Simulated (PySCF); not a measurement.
Question: Give a PBE0-D3(BJ)/def2-SVP geometry of InChI=1S/C4H3BF2OS/c1-9-4-2(3(4)8)5(6)7/h1H3.

Answer: 
```xyz
12
C4H3BF2OS angstrom
C      1.948    0.806   -0.171
S      1.572   -0.693   -1.118
C     -0.036   -0.976   -0.710
C     -1.124   -0.553    0.013
B     -1.629    0.509    1.011
F     -2.881    0.544    1.406
F     -0.803    1.417    1.502
C     -1.282   -1.718   -0.786
O     -1.912   -2.636   -1.219
H      1.874    0.611    0.906
H      1.267    1.619   -0.454
H      2.979    1.083   -0.427
```

Orientation and origin are arbitrary. Atoms count from 1 in this order. Of the pairs four or more bonds apart, C1···F7 is among the closest relative to their van der Waals radii: 3.28 Å, 103 % of the sum of Bondi's values. B5 (three-coordinate boron) is planar (angles 121.7°, 120.6° and 117.7°, sum 360.0°, 0.00 Å off the plane of its three neighbours). The C–S distances run from 1.683 Å (S2–C3, drawn single) to 1.813 Å (C1–S2, drawn single), a spread of 0.130 Å. The C–C distances run from 1.374 Å (C3–C4, drawn aromatic) to 1.452 Å (C3–C8, drawn aromatic), a spread of 0.078 Å.

Bonds between heavy atoms (Å): C1–S2 1.813, S2–C3 1.683, C3–C4 1.374, C4–B5 1.541, B5–F6 1.313, B5–F7 1.322, C4–C8 1.421, C8=O9 1.195, C3–C8 1.452.

Method used: PBE0-D3(BJ)/def2-SVP geometry optimisation, gas phase (PySCF).

Point group: near Cs, missed by 0.20 Å at most; the miss may be what the optimiser left on a soft mode. Not checked by PBE0-D3(BJ)/def2-SVP frequencies. One conformer, not necessarily the lowest (C1–S2–C3–C4 0°, C3–C4–B5–F6 176°).
